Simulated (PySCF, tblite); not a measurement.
C6H13NSSi.
Cartesian coordinates in Å at the GFN2-xTB level; atoms count from 1:
```
atom  x, y, z in Å
C1    -2.1389    2.0292    0.3391
N2    -1.7420    1.0770   -0.3643
Si3   -1.6096   -0.6203   -0.0973
C4     0.2274   -1.0380   -0.4297
C5     0.3999   -2.5411   -0.6143
C6     1.1528   -0.5597    0.7017
C7     1.1046    0.9150    0.9060
C8     1.4664    1.7821   -0.2464
S9     0.6392    1.5544    2.3277
H10   -2.5019    1.9377    1.3645
H11   -2.1233    3.0364   -0.0705
H12   -2.4433   -1.1625   -1.1687
H13   -1.9892   -1.1681    1.2097
H14    0.5411   -0.5505   -1.3566
H15    1.4380   -2.7918   -0.8324
H16    0.1045   -3.0783    0.2842
H17   -0.2165   -2.8940   -1.4373
H18    0.8822   -1.0646    1.6317
H19    2.1840   -0.8409    0.4538
H20    0.6074    1.8378   -0.9191
H21    2.3055    1.3699   -0.8050
H22    1.7013    2.7898    0.0876
```

Computed with PBE0/pcSseg-1 in PySCF (dipole) on a GFN2-xTB geometry, gas phase.

Take the most abundant isotopes and a rigid rotor. The values belong to one conformer with, in the numbering `[CH2:1]=[N:2][SiH2:3][C@H:4]([CH3:5])[CH2:6][C:7]([CH3:8])=[S:9]`, C1–N2–Si3–C4 -124°, N2–Si3–C4–C5 -164°, Si3–C4–C6–C7 -60°, C4–C6–C7–C8 -59°.

Question: What are A, B and C (GHz)?

Answer: Ia = 375.88, Ib = 508.52, Ic = 701.22 u·Å²; 505379 MHz·u·Å²/I gives 1345, 993.8 and 720.7 MHz, that is A = 1.3445, B = 0.9938, C = 0.7207 GHz.

Question: What kind of rotor is it?

Answer: An asymmetric top: κ = (2 × 993.8 − 1345 − 720.7)/(1345 − 720.7) ≈ -0.12.

Question: What does the inertial defect say?

Answer: Not planar: Δ = Ic − Ia − Ib = -183.18 u·Å². For a rigid frame Δ = −2 Σ m c², so Σ m c² = 91.59 u·Å² lies off the ab plane: 23.62 from hydrogen and 67.97 from heavier atoms. The atom farthest from that plane is 2.28 Å away.

Question: Give the other two planar moments, Paa and Pbb, and the rms extents of the mass along the axes.

Answer: Paa = Σ m a² = (Ib + Ic − Ia)/2 = 416.93 and Pbb = Σ m b² = (Ia + Ic − Ib)/2 = 284.29 u·Å². With the mass M = 159.05 u, the rms extents √(P/M) along a, b and c are 1.62, 1.34, 0.76 Å.

Question: Where do the levels up to J = 5 lie, in MHz?

Answer: Above 0(0,0):
J = 1: 1(0,1) 1715, 1(1,1) 2065, 1(1,0) 2338
J = 2: 2(0,2) 5035, 2(1,2) 5221, 2(1,1) 6041, 2(2,1) 7093, 2(2,0) 7201
J = 3: 3(0,3) 9824, 3(1,3) 9897, 3(1,2) 11505, 3(2,2) 12236, 3(2,1) 12700, 3(3,1) 14731, 3(3,0) 14761
J = 4: 4(0,4) 16029, 4(1,4) 16053, 4(1,3) 18598, 4(2,3) 19006, 4(2,2) 20116, 4(3,2) 21745, 4(3,1) 21931, 4(4,1) 25029, 4(4,0) 25036
J = 5: 5(0,5) 23659, 5(1,5) 23666, 5(1,4) 27160, 5(2,4) 27341, 5(2,3) 29344, 5(3,3) 30485, 5(3,2) 31086, 5(4,2) 33840, 5(4,1) 33896, 5(5,1) 38009, 5(5,0) 38010

Question: Which types of transition are allowed, and where do some lines up to J = 4 fall?

Answer: The dipole components are |μa| = 1.24 D, |μb| = 0.35 D, |μc| = 1.04 D. The squared components, which scale the intensities, stand as 1.00 : 0.08 : 0.70 (a : b : c). Some lines, for components of 0.1 D or more:

```json
{"type": "a", "branch": "Q", "J(Ka,Kc)": "3(2,1) ← 3(2,2)", "MHz": "464", "lower level (cm⁻¹)": "0.408"}
{"type": "a", "branch": "Q", "J(Ka,Kc)": "4(2,2) ← 4(2,3)", "MHz": "1110", "lower level (cm⁻¹)": "0.634"}
{"type": "a", "branch": "Q", "J(Ka,Kc)": "3(1,2) ← 3(1,3)", "MHz": "1609", "lower level (cm⁻¹)": "0.330"}
{"type": "c", "branch": "Q", "J(Ka,Kc)": "4(3,2) ← 4(2,2)", "MHz": "1629", "lower level (cm⁻¹)": "0.671"}
{"type": "b", "branch": "Q", "J(Ka,Kc)": "3(3,0) ← 3(2,1)", "MHz": "2061", "lower level (cm⁻¹)": "0.424"}
{"type": "a", "branch": "R", "J(Ka,Kc)": "4(0,4) ← 3(0,3)", "MHz": "6206", "lower level (cm⁻¹)": "0.328"}
{"type": "c", "branch": "R", "J(Ka,Kc)": "3(2,2) ← 2(1,2)", "MHz": "7015", "lower level (cm⁻¹)": "0.174"}
{"type": "b", "branch": "R", "J(Ka,Kc)": "3(3,0) ← 2(2,1)", "MHz": "7668", "lower level (cm⁻¹)": "0.237"}
{"type": "c", "branch": "R", "J(Ka,Kc)": "4(2,2) ← 3(1,2)", "MHz": "8611", "lower level (cm⁻¹)": "0.384"}
{"type": "c", "branch": "R", "J(Ka,Kc)": "4(4,1) ← 3(3,1)", "MHz": "10298", "lower level (cm⁻¹)": "0.491"}
```

Question: Estimate the classical rotational partition function at 25 K, 298.15 K and 500 K.

Answer: Point group C1, symmetry number σ = 1; q = (√π/σ)·√((kT/h)³/(ABC)), k/h = 20836.6 MHz/K: 21500 at 25 K, 884000 at 298.15 K, 1920000 at 500 K.

Its GFN2-xTB frequencies are all real (lowest 37 cm⁻¹). Zero-point vibration and centrifugal distortion are left out. A rigid rotor knows nothing of internal rotation, which can split or shift real lines. Quadrupole hyperfine structure (14N) is left out.
